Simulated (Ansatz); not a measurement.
Geometry optimisation, Ansatz 0.2.0, RKS PBE/def2-SVP.

Input:

```yaml
crystal:
  periodic: [false, false, false]
  atoms:
    - { symbol: S, position_ang: [-1.7052, -0.2666, -0.8782] }
    - { symbol: Sn, position_ang: [-0.1717, 1.3628, 0.0032] }
    - { symbol: S, position_ang: [1.7093, 0.1787, 0.8691] }
    - { symbol: H, position_ang: [-1.7675, -0.8906, 0.3356] }
    - { symbol: H, position_ang: [1.56479, 0.73268, 2.16955] }
basis:
  gaussian: { orbitals: def2-SVP }
hamiltonian:
  xc: pbe
relax:
  f_tol: 0.015
  max_steps: 40
```

Run as:

```bash
$ ansatz run input.yaml --threads 1 --pin off --max-ram 2048MiB --backend cpu --events-out ev --progress --plain --runs-dir out
```

**Question.** Where does it end, and by what steps?

**Answer.** The run converged. After 10 steps the energy has fallen by 0.702 eV; S3 moved furthest, 0.89 Å.

```csv
step,energy less start (eV),largest force component (eV/Å),accepted
0,0.0000,2.129,yes
1,-0.3262,0.894,yes
2,-0.4630,1.073,yes
3,-0.5602,1.108,yes
4,-0.6290,0.806,yes
5,-0.6969,0.124,yes
6,-0.6938,0.058,no
7,-0.7006,0.042,yes
8,-0.7014,0.034,yes
9,-0.7015,0.033,yes
10,-0.7015,0.003,yes
```

```xyz
5
Properties=species:S:1:pos:R:3
S -1.869 -0.127 -0.733
Sn -0.184 1.552 -0.018
S 1.055 -0.041 1.434
H -1.349 -1.156 -0.005
H 1.976 0.889 1.821
```

Whether the end is a true minimum wasn't checked by a vibrational analysis.

Time of the run: 22 s on 1 thread of Arm Neoverse V1, with other jobs on the host, peak memory 0.12 GiB.
